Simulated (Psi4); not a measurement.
Calculation: SAPT0/jun-cc-pVDZ, frozen core (Psi4 1.11).

Psi4 input:

```
molecule {
0 1
Si 1.70982004 -0.43995510 -0.41492547
N 0.24444843 -1.39395398 -0.42721942
Si -1.19393562 -1.24668361 0.55598040
N -1.46117597 0.46653121 0.69280444
Si -0.53104967 1.61169108 -0.24974390
N 1.16881620 1.19759240 -0.18857376
H 2.39138384 -0.72384921 -1.71443980
H 2.67994338 -0.77166186 0.67463543
H 0.21505132 -2.13095747 -1.12762181
H -2.25752859 -2.01384165 -0.16111647
H -1.08846863 -1.82014725 1.93376196
H -1.96565464 0.82016791 1.50106841
H -0.70918849 2.96746831 0.34363142
H -1.00379630 1.61191773 -1.66150609
H 1.80133471 1.86568147 0.24326465
--
0 1
Cl 1.45834717 -4.11646139 0.92982072
H 1.00191510 -2.99780855 0.50107295
units angstrom
symmetry c1
no_reorient
no_com
}
set basis jun-cc-pvdz
set scf_type df
set freeze_core true
energy('sapt0')
```

Part of the output:

```
    SAPT Results
  --------------------------------------------------------------------------------------------------------
    Electrostatics                -12.47373347 [mEh]      -7.82738593 [kcal/mol]     -32.74978271 [kJ/mol]
      Elst10,r                    -12.47373347 [mEh]      -7.82738593 [kcal/mol]     -32.74978271 [kJ/mol]

    Exchange                       23.65108456 [mEh]      14.84127963 [kcal/mol]      62.09591395 [kJ/mol]
      Exch10                       23.65108456 [mEh]      14.84127963 [kcal/mol]      62.09591395 [kJ/mol]
      Exch10(S^2)                  23.26067462 [mEh]      14.59629369 [kcal/mol]      61.07089281 [kJ/mol]

    Induction                      -7.49089861 [mEh]      -4.70060985 [kcal/mol]     -19.66735160 [kJ/mol]
      Ind20,r                     -11.15812077 [mEh]      -7.00182649 [kcal/mol]     -29.29564205 [kJ/mol]
      Exch-Ind20,r                  7.73962414 [mEh]       4.85668747 [kcal/mol]      20.32038037 [kJ/mol]
      delta HF,r (2)               -4.07240198 [mEh]      -2.55547082 [kcal/mol]     -10.69208993 [kJ/mol]

    Dispersion                     -6.46469901 [mEh]      -4.05665987 [kcal/mol]     -16.97306491 [kJ/mol]
      Disp20                       -7.78949412 [mEh]      -4.88798136 [kcal/mol]     -20.45131399 [kJ/mol]
      Exch-Disp20                   1.32479511 [mEh]       0.83132148 [kcal/mol]       3.47824908 [kJ/mol]
      Disp20 (SS)                  -3.89474706 [mEh]      -2.44399068 [kcal/mol]     -10.22565699 [kJ/mol]
      Disp20 (OS)                  -3.89474706 [mEh]      -2.44399068 [kcal/mol]     -10.22565699 [kJ/mol]
      Exch-Disp20 (SS)              0.76689902 [mEh]       0.48123640 [kcal/mol]       2.01349309 [kJ/mol]
      Exch-Disp20 (OS)              0.55789609 [mEh]       0.35008508 [kcal/mol]       1.46475599 [kJ/mol]

  Total HF                          3.68645247 [mEh]       2.31328385 [kcal/mol]       9.67877964 [kJ/mol]
  Total SAPT0                      -2.77824654 [mEh]      -1.74337602 [kcal/mol]      -7.29428527 [kJ/mol]
```
